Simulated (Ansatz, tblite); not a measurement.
Cost and result up the ladder for BCP (C₂₆H₂₀N₂) (48 atoms). Charge 0, multiplicity 1. Geometry: PBE-D4/def2-SVP.

Ansatz on 2 threads of AMD EPYC 7R13 on a shared host and a share (18 GiB) of an NVIDIA H100 80GB HBM3; xTB runs through tblite on one thread. Times are rough, summed over both states, and most runs start from the orbitals of an earlier one. PBE0-D4/def2-TZVP serves as the yardstick here, not as an exact answer. The other state is a triplet.

The xTB rows come from tblite. Single mean-field runs in def2-TZVP are fitted with def2-universal-jkfit.

xTB has no spin-polarisation term.

| level | functions | wall time |
| --- | --- | --- |
| GFN2-xTB | 132 | 0.24 s |
| GFN1-xTB | 152 | 0.29 s |
| PBE-D4/def2-TZVP | 988 | 20 s |
| PBE0-D4/def2-TZVP (with forces) | 988 | 29 s |

Problem. Estimate what each level gives for the vertical triplet (eV).

Solution. 
```json
{"level": "GFN2-xTB", "vertical triplet (eV)": "2.70", "difference from PBE0-D4/def2-TZVP (eV)": "-0.36"}
{"level": "GFN1-xTB", "vertical triplet (eV)": "2.89", "difference from PBE0-D4/def2-TZVP (eV)": "-0.17"}
{"level": "PBE-D4/def2-TZVP", "vertical triplet (eV)": "2.94", "difference from PBE0-D4/def2-TZVP (eV)": "-0.12"}
{"level": "PBE0-D4/def2-TZVP (with forces)", "vertical triplet (eV)": "3.06", "difference from PBE0-D4/def2-TZVP (eV)": "0.00"}
```
